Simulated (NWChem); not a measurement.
# H2TeS2; SMILES S[Te]S

```xyz
5

Te     0.0000     0.0000     0.5941
S      1.9264    -0.0435    -0.8986
H      2.0332     1.3074    -1.0684
S     -1.9264     0.0435    -0.8986
H     -2.0332    -1.3074    -1.0684
```
Atoms are numbered in this order, from 1.

Computed with NWChem. The geometry was optimised at PBE-D3(BJ)/def2-SVP (def2 core potentials past Kr).

Predict the results for Hartree-Fock/STO-3G (all-electron, non-relativistic). Quantities: highest occupied level (eV); orbital gap (eV); dipole (D).


```
Quantity                     Value
---------------------------  -----
highest occupied level (eV)  -6.47
orbital gap (eV)             12.75
dipole (D)                    1.41
```
